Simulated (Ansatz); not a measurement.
Cost and result up the ladder for In(NH3)2H3 (InN₂H₉) (12 atoms). Total charge 0; singlet. Geometry: r2SCAN-D4/def2-SVP.

Cartesian coordinates in Å:
```
In 0.000 0.001 0.000
N -0.774 -0.783 -2.295
H -1.347 -1.625 -2.231
H 0.016 -1.001 -2.904
H -1.332 -0.072 -2.768
N 0.773 0.783 2.295
H 0.383 0.206 3.040
H 0.491 1.746 2.480
H 1.789 0.744 2.384
H 0.929 1.281 -0.750
H 0.736 -1.562 0.285
H -1.664 0.283 0.464
```

Ansatz on 4 threads of Arm Neoverse V1 on a shared host. Times are rough, and most runs start from the orbitals of an earlier one. ωB97M-V/def2-TZVP serves as the yardstick here, not as an exact answer. Differences are given only for rows in sets of like size (and for xTB, whose basis is part of the method), since another set adds its own error. Binding counts from free atoms at the same level (In doublet, N quartet, H doublet; other spins of the atoms weren't run), without zero-point energy or a counterpoise term.

In the def2 sets In takes a core potential; there is no spin–orbit coupling. HSE06 is defined as in plane-wave codes, on full-range PBE exchange. Correlated methods freeze 6 core orbitals; core or outer-core shells of In are correlated, in sets that lack core-valence functions.

Correlated methods converge slowly with the basis.

```
                            level  functions  wall time  binding energy per atom (eV)  difference from ωB97M-V/def2-TZVP (eV)
                  PBE-D4/def2-SVP         99     0.75 s                          2.87                                       –
            LDA (SPW92)/def2-TZVP        166      0.8 s                          3.25                                    0.36
                 PBE0-D4/def2-SVP         99        1 s                          2.83                                       –
                 PBE-D4/def2-TZVP        166      1.3 s                          2.87                                   -0.02
                BLYP-D4/def2-TZVP        166      1.3 s                          2.87                                   -0.02
                PBE0-D4/def2-TZVP        166      1.6 s                          2.83                                   -0.06
                PBE-D4/def2-TZVPD        211      1.9 s                          2.88                                   -0.01
               HSE06-D4/def2-TZVP        166      1.9 s                          2.83                                   -0.06
               PBE0-D4/def2-TZVPD        211      2.5 s                          2.84                                   -0.06
r2SCAN-D4/def2-TZVP (with forces)        166        3 s                          2.85                                   -0.05
             r2SCAN-D4/def2-TZVPD        211        4 s                          2.85                                   -0.04
                ωB97X-V/def2-TZVP        166      5.5 s                          2.89                                    0.00
                ωB97M-V/def2-TZVP        166        6 s                          2.89                                    0.00
                CCSD(T)/def2-TZVP        166       41 s                          2.75                                   -0.15
```
